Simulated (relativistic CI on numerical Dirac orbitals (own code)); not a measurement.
One change at a time: Ba XVIII

Base calculation: Dirac-Coulomb-Breit CI, KLI orbitals optimised for each configuration, QED by a radiative potential, unscaled Slater integrals.

Configurations in the expansion (outside the closed core [Ar] 3d10): 4s²4p⁶4d³, 4s²4p⁵4d⁴, 4s²4p⁶4d²4f, 4s4p⁶4d⁴, 4s²4p⁵4d³4f, 4s²4p⁶4d²5s, 4s²4p⁶4d²5p, 4s4p⁶4d³4f, 4s²4p⁶4d4f5s, 4s²4p⁶4d²5d, 4s²4p⁶4d5s5p, 4s²4p⁵4d³5s, 4s²4p⁶4d²5f, 4s²4p⁶4d²6s, 4s²4p⁵4d³5p, 4s²4p⁶4d²5g, 4s²4p⁶4d²6p, 4s²4p⁶4d²6d, 4s²4p⁶4d²6f, 4s²4p⁶4d²7s, 4s²4p⁶4d4f², 4s²4p⁶4f³, 4s²4p⁵4d4f³, 4s²4p⁶4f²5s, 4s²4p⁶4f²5p, 4s²4p⁶4d5s², 4s²4p⁶4f5s², 4s²4p⁵4d4f5s², 4s²4p⁶5s²5p, 4s²4p⁶4d5p², 4s²4p⁶4f5p², 4s²4p⁵4d4f5p², 4s²4p⁶5s5p², 4s²4p⁶5p³. Double excitations out of closed p, d and f shells are left out; levels of such configurations are missing from the list, as are those of other unlisted configurations, and high levels can miss mixing partners. These lack a partner that the ground configuration has and come out too high: 4s4p⁶4d³4f, 4s²4p⁶4d²5d, 4s²4p⁵4d³5s, 4s²4p⁶4d²5f, 4s²4p⁶4d²6s.

Variants: (1) QED terms removed; (2) one mean potential for all configurations. Shifts of the energy above 4s²4p⁶4d³ ⁴F3/2, in cm⁻¹, for the lowest level and the first level of each name with at least 55 % of one term (blank where a level changes its place among those of its configuration and J or its character, or is not in the variant):

| Level | Base | Δ(1) | Δ(2) |
| --- | --- | --- | --- |
| 4s²4p⁶4d³ ⁴F3/2 | 0.0 | 0.0 | 0.0 |
| 4s²4p⁶4d³ ⁴F5/2 | 14956.0 | -57.9 | -3.4 |
| 4s²4p⁶4d³ ⁴F7/2 | 26792.5 | -83.0 | -6.8 |
| 4s²4p⁶4d³ ⁴P1/2 | 39893.5 | -50.6 | -10.6 |
| 4s²4p⁶4d³ ²G7/2 | 54354.7 | -101.3 | -16.9 |
| 4s²4p⁶4d³ ²H9/2 | 56290.6 | -113.3 | -17.8 |
| 4s²4p⁶4d³ ⁴P5/2 | 57848.8 | -101.5 | -12.9 |
| 4s²4p⁶4d³ ²P1/2 | 71744.9 | -120.6 | -23.0 |
| 4s²4p⁶4d³ ²H11/2 | 75119.0 | -128.0 | -25.3 |
| 4s²4p⁶4d³ ²D5/2 | 81859.2 | -127.5 | -21.3 |
| 4s²4p⁶4d³ ²G9/2 | 87622.8 | -188.7 | -25.9 |
| 4s²4p⁶4d³ ²F5/2 | 93864.1 | -94.2 | -27.6 |
| 4s²4p⁶4d³ ²F7/2 | 95556.7 | -114.5 | -28.8 |
| 4s²4p⁶4d³ ²P3/2 | 99431.5 | -189.1 | -27.8 |

At this charge energies of transitions that change n are usually good to better than 1 %, and those within a shell (Δn = 0) to a few per cent. Terms inside the open d or f shell come out 10 to 20 % too wide with unscaled integrals.

Ionisation energy from the two ground configurations alone: base 454.501 eV. The NIST ASD value (theoretical) is 455 eV.

LS names give the leading component of a level, which can be under half, so a name can repeat, a term be missing and a line seem to break the LS rules.
